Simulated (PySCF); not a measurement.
# Dy (dysprosium, neutral) across methods

[Xe] 4f9 6s2 7s1, one real determinant (an excited configuration). All numbers are calculated (PySCF 2.14, the spin-free X2C one-electron Hamiltonian (Gaussian nucleus), in x2c-TZVPPall with one added diffuse shell each of s, p, d, f type (12s8p8d5f2g, 129 functions)).

| method | E (hartree) | mean ε 6s α (eV) | mean ε 6s β (eV) | mean ε 7s α (eV) | Σ⟨r²⟩ (bohr²) | ⟨S²⟩ |
| --- | --- | --- | --- | --- | --- | --- |
| r2SCAN | -12156.67 | -7.517 | -7.264 | -1.461 | 158.2 | 12.008 |
| PBE0 | -12156.32 | -8.058 | -7.799 | -1.718 | 158.4 | 12.016 |
| LDA | -12147.91 | -7.593 | -7.350 | -1.463 | 151.5 | 12.011 |
| PBE | -12156.45 | -7.434 | -7.176 | -1.500 | 156.3 | 12.007 |

⟨L²⟩ = 24.01 against 30 for a pure H term, so this real determinant mixes terms. Spin-orbit coupling, absent here, splits the open shell strongly. The outer electron is Rydberg-like, and this basis confines it to a smaller radius and binds it less than a complete one would.
